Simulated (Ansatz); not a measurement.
Mulliken charges of CH5FGeO, SMILES `O[CH](F)[GeH3]` from PBE/def2-TZVPP in Ansatz (PBE0-D4/def2-TZVP geometry).

| atom | x (Å) | y (Å) | z (Å) | charge (e) |
| --- | --- | --- | --- | --- |
| O1 | 0.158 | 1.271 | -1.038 | -0.260 |
| C2 | 0.604 | 0.473 | -0.011 | 0.097 |
| F3 | 1.800 | -0.144 | -0.370 | -0.191 |
| Ge4 | -0.764 | -0.927 | 0.342 | 0.094 |
| H5 | 0.741 | 2.032 | -1.131 | 0.192 |
| H6 | 0.840 | 1.055 | 0.890 | 0.082 |
| H7 | -0.213 | -1.880 | 1.411 | -0.004 |
| H8 | -1.037 | -1.679 | -0.965 | 0.001 |
| H9 | -2.042 | -0.248 | 0.855 | -0.011 |

**Question.** By hand: the dipole of these point charges (1 e Å = 4.8032 D).

**Answer.** Σ q r = (-0.165, 0.141, 0.211) e Å, of length 0.303 e Å = 1.46 D.

**Question.** How does the dipole of the full density compare? (Estimate.)

**Answer.** Computed: (-0.019, 0.300, 0.169) e Å, 1.66 D; the point charges give 0.88 times that, at 39° from its direction.

Point charges leave out the atoms' own dipoles, such as those of lone pairs, and Mulliken's split depends on the basis, so the two needn't agree.
